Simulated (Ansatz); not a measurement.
F2Ge (SMILES [F][Ge][F]) moved off its minimum; all values from Ansatz (an electronic-structure program), cores frozen in correlated methods.
(charge 0, multiplicity 1)
```xyz
3

Ge     0.10326     0.03387     0.40932
F      0.66966     1.09102    -0.87630
F     -0.63589    -1.02893    -0.65001
```

Forces at HF/def2-TZVPP (eV/Å):

| atom | Fx | Fy | Fz |
|---|---|---|---|
| Ge1 | 0.919 | 1.491 | -0.152 |
| F2 | -0.229 | -0.468 | 0.871 |
| F3 | -0.690 | -1.023 | -0.719 |

### Question
Give the forces (eV/Å), the total energy and the dipole at CCSD(T)/aug-cc-pVTZ.

### Answer

| atom | Fx | Fy | Fz |
|---|---|---|---|
| Ge1 | 1.065 | 1.585 | 1.071 |
| F2 | 0.073 | 0.088 | 0.245 |
| F3 | -1.138 | -1.673 | -1.317 |
Energy -2275.0855 hartree, dipole 2.50 D.
